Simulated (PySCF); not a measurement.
C4H10Mg (SMILES C[C](C)(C)[MgH]), singlet, at a GFN2-xTB geometry (such geometries of metal compounds can be far from the true shape), atoms displaced at random by about 0.08 Å a coordinate; B3LYP/STO-3G, gradient (PySCF).

Here is a job for PySCF.
```python
from pyscf import gto, scf, dft

mol = gto.M(
    atom='''
Mg   -1.340795    0.839135   -0.611790
H    -3.110703    0.883975   -0.063251
C     0.438787    0.032726    0.038309
C    -0.075188   -1.752078    0.075448
C     1.609283   -0.117788   -0.726499
C     0.540432    0.473527    1.673047
H     0.557268   -2.032392    0.766462
H    -0.330594   -2.100718   -0.899731
H    -1.269981   -1.611585    0.678044
H     1.618208   -0.479222   -1.839941
H     2.074936    1.052924   -0.864512
H     2.363037   -0.540540   -0.255386
H     0.845851    1.546994    1.449723
H    -0.341430    0.507212    2.029520
H     1.157615   -0.255876    1.939415
''',
    basis='sto-3g',
    charge=0,
    spin=0,
    verbose=3,
)

mf = dft.RKS(mol)
mf.xc = 'b3lyp'
mf.kernel()
g = mf.nuc_grad_method()
g.grid_response = True
grad = g.kernel()
```

Output, abridged:

```
converged SCF energy = -353.886294290148
--------------- RKS gradients ---------------
         x                y                z
0 Mg     0.0467112691     0.0138521688    -0.0360839563
1 H    -0.0616211473    -0.0033045699     0.0262285066
2 C     0.1674236762     0.0697681204    -0.0408541237
3 C     0.1858629694    -0.1773343389    -0.0070285907
4 C    -0.0552993895    -0.1562104435     0.1370650665
5 C    -0.0941384500    -0.0857984169     0.2057675291
6 H    -0.0847862156     0.0719865850    -0.0724940704
7 H    -0.0174221920     0.0240173735     0.0190598072
8 H    -0.0887649764     0.0216635884     0.0415907359
9 H     0.0160553186    -0.0055126184    -0.0456243526
10 H     0.0200575053     0.0661594075    -0.0022527179
11 H    -0.0976928180     0.0675531756    -0.0567207951
12 H    -0.0155646959     0.0287722390    -0.0343394947
13 H     0.1549516144     0.0072352356    -0.0716513408
14 H    -0.0757724684     0.0571524937    -0.0626622032
----------------------------------------------
```
